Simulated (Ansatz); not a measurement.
CH6NPSi, SMILES `C[SiH]1NP1`. Total charge 0; spin multiplicity 1.

Cartesian coordinates in Å:
```
C -1.406 0.089 0.602
Si 0.345 -0.458 0.336
N 1.424 0.703 -0.336
P 1.386 -0.589 -1.578
H -1.497 0.633 1.546
H -1.720 0.746 -0.212
H -2.079 -0.771 0.640
H 0.851 -1.340 1.417
H 2.329 1.004 -0.013
H 0.367 -0.016 -2.401
```

(1) List the harmonic frequencies (cm⁻¹, unscaled) at PBE0-D4/def2-TZVP in Ansatz. (An estimate is asked.)

(2) Is this a minimum?

(3) Give the ideal-gas thermochemistry at 298.15 K and 1 bar (rigid rotor, harmonic oscillator; point group C1, symmetry number 1).

Results:

(1) Computed: 135, 170, 228, 383, 504, 562, 617, 672, 710, 753, 797, 865, 898, 950, 1059, 1273, 1443, 1443, 2228, 2328, 3052, 3133, 3153, 3636.

(2) Yes, all 24 modes are real.

(3) Zero-point energy 185.4 kJ/mol; H(298) − E = 203.9 kJ/mol; entropy 321.1 J/(mol·K), of which translation 165.1, rotation 108.0, vibration 48.0; G(298) − E = 108.2 kJ/mol.
